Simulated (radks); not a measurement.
Li2+, 1 electrons, occupied as 1s0.75 2s0.25 (fractional occupations, a model configuration). Method: scalar-relativistic Kohn-Sham, PBE, spin-polarised, spherical densities, point nucleus; open shells are filled with parallel spins first; computed with a radial shooting solver on a logarithmic mesh with Libxc functionals. Some entries of the table are withheld. Estimate them.

orbital,occ.,eigenvalue (eV),<1/r> (bohr^-1),r(max) (bohr)
1s up,0.75,-109.9772,3.041,(1)
2s up,0.25,-22.2854,(2),1.858
2p up,0,-20.8333,0.6673,1.503

Answer. 
(1) 1s up r(max) (bohr): 0.3268
(2) 2s up <1/r> (bohr^-1): 0.6785
